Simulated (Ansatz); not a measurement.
One change: `CB(Cl)OC(C)=O` becomes `CC(=O)OB(F)F`.

Ansatz, PBE0-D4/def2-TZVP geometries, multiplicity 1. Each molecule was computed in one conformer, which needn't be the lowest.

```json
{"property": "HOMO–LUMO gap (ωB97M-V/def2-TZVPP) / eV", "`CB(Cl)OC(C)=O`": "12.09"}
{"property": "size of the dipole moment (ωB97M-V/def2-TZVPP) / D", "`CB(Cl)OC(C)=O`": "1.94"}
{"property": "size of the dipole moment (B3LYP/def2-TZVPP) / D", "`CB(Cl)OC(C)=O`": "1.92"}
{"property": "HOMO–LUMO gap (PBE/def2-TZVPP) / eV", "`CB(Cl)OC(C)=O`": "4.75"}
{"property": "LUMO energy (B3LYP/def2-TZVPP) / eV", "`CB(Cl)OC(C)=O`": "-1.17"}
{"property": "HOMO–LUMO gap (PBE0/def2-TZVPP) / eV", "`CB(Cl)OC(C)=O`": "7.49"}
```

Q: Give the same properties after the change, and the shifts. (Best estimate.)

A: Computed: 
| property | `CC(=O)OB(F)F` | shift |
| --- | --- | --- |
| HOMO–LUMO gap (ωB97M-V/def2-TZVPP) / eV | 12.77 | 0.68 |
| size of the dipole moment (ωB97M-V/def2-TZVPP) / D | 2.89 | 0.95 |
| size of the dipole moment (B3LYP/def2-TZVPP) / D | 2.89 | 0.97 |
| HOMO–LUMO gap (PBE/def2-TZVPP) / eV | 5.16 | 0.41 |
| LUMO energy (B3LYP/def2-TZVPP) / eV | -0.95 | 0.22 |
| HOMO–LUMO gap (PBE0/def2-TZVPP) / eV | 8.03 | 0.54 |

With PBE0 the HOMO falls by 0.26 eV and the LUMO rises by 0.28 eV, so the gap widens by about 0.54 eV. PBE moves the HOMO by -0.22 eV and ωB97M-V by -0.29 eV. Dipoles are sizes alone; their direction can turn.

B3LYP here is the variant with VWN-RPA as its local correlation; programs differ in this.
